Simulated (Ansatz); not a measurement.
Cost and result for the atomization energy of `O[SiH2]C[Si](O)(F)F` (13 atoms, 12 bonds).

```tsv
atom	x (Å)	y (Å)	z (Å)
O1	0.401	-0.319	-2.176
Si2	0.207	1.057	-1.301
C3	-0.803	0.708	0.248
Si4	-0.083	-0.567	1.338
O5	0.536	-1.758	0.408
F6	1.063	0.034	2.257
F7	-1.129	-1.197	2.351
H8	0.632	-1.094	-1.653
H9	1.508	1.645	-0.879
H10	-0.507	2.018	-2.174
H11	-0.922	1.634	0.819
H12	-1.801	0.381	-0.063
H13	0.898	-2.542	0.825
```

The species carries charge 0 and has multiplicity 1. The geometry is a stationary point of PBE0-D4/def2-TZVP. It is one conformer, not always the lowest. Program: Ansatz. All runs use 2 threads of an AMD EPYC 7R13 on a shared host and a share of an NVIDIA H100 80 GB. Times are those of one run each, without the atoms' runs, and a repeat can differ threefold. Electronic energies, without spin–orbit coupling; frozen cores. CCSD(T)/CBS adds CCSD(T) − MP2 in def2-TZVPP to the MP2 limit, and its time is that of the two runs behind it. T1 = 0.011. B3LYP takes the VWN-RPA correlation (the form of Gaussian; ORCA's B3LYP/G).

CCSD(T)/CBS is a level of theory with its own doubt, some kJ/mol a heavy atom from the limit and from the frozen cores, so smaller differences don't rank the functionals.

| level | functions | wall time |
| --- | --- | --- |
| PBE-D4/def2-TZVPP (with forces) | 323 | 5.5 s |
| r2SCAN-D4/def2-TZVPP (with forces) | 323 | 5.5 s |
| PBE0-D4/def2-TZVPP | 323 | 6.5 s |
| ωB97X-V/def2-TZVPP | 323 | 7 s |
| B3LYP-D4/def2-TZVPP (with forces) | 323 | 7.5 s |
| MP2/def2-QZVPP | 605 | 7.5 s |
| B2PLYP/def2-TZVPP | 323 | 9 s |
| ωB97M-V/def2-TZVPP (with forces) | 323 | 10 s |
| CCSD(T)/def2-TZVPP | 323 | 15 s |
| CCSD(T)/CBS(def2) | – | 23 s |

(1) What atomization energy does each give, and how far from CCSD(T)/CBS? (Estimate.)

Answers

(1) Ansatz gave: 
```json
{"level": "PBE-D4/def2-TZVPP (with forces)", "atomization (kcal/mol)": "1259.7", "difference from CCSD(T)/CBS": "1.9", "per bond": "0.2"}
{"level": "r2SCAN-D4/def2-TZVPP (with forces)", "atomization (kcal/mol)": "1252.4", "difference from CCSD(T)/CBS": "-5.4", "per bond": "-0.4"}
{"level": "PBE0-D4/def2-TZVPP", "atomization (kcal/mol)": "1236.7", "difference from CCSD(T)/CBS": "-21.1", "per bond": "-1.8"}
{"level": "ωB97X-V/def2-TZVPP", "atomization (kcal/mol)": "1253.4", "difference from CCSD(T)/CBS": "-4.4", "per bond": "-0.4"}
{"level": "B3LYP-D4/def2-TZVPP (with forces)", "atomization (kcal/mol)": "1242.2", "difference from CCSD(T)/CBS": "-15.6", "per bond": "-1.3"}
{"level": "MP2/def2-QZVPP", "atomization (kcal/mol)": "1277.0", "difference from CCSD(T)/CBS": "19.2", "per bond": "1.6"}
{"level": "B2PLYP/def2-TZVPP", "atomization (kcal/mol)": "1235.4", "difference from CCSD(T)/CBS": "-22.4", "per bond": "-1.9"}
{"level": "ωB97M-V/def2-TZVPP (with forces)", "atomization (kcal/mol)": "1254.1", "difference from CCSD(T)/CBS": "-3.7", "per bond": "-0.3"}
{"level": "CCSD(T)/def2-TZVPP", "atomization (kcal/mol)": "1220.8", "difference from CCSD(T)/CBS": "-37.0", "per bond": "-3.1"}
{"level": "CCSD(T)/CBS(def2)", "atomization (kcal/mol)": "1257.8", "difference from CCSD(T)/CBS": "0.0", "per bond": "0.0"}
```

From PBE to PBE0 (25 % exact exchange), in def2-TZVPP and without D4, the atomization energy moves by −21.9 kcal/mol: exact exchange takes away binding that semilocal exchange gives to molecules. In def2-TZVPP, CCSD(T) changes the Hartree–Fock value by +299.5 kcal/mol (the triples alone add +17.4 kcal/mol) and MP2 by +333.3 kcal/mol; breaking electron pairs costs correlation energy, which Hartree–Fock lacks. The D4 term adds +12.6 kcal/mol with B3LYP and +6.7 kcal/mol with PBE0; it sums over pairs of atoms, weighted by their polarisabilities, and B3LYP, whose exchange is more repulsive, gets the larger term.
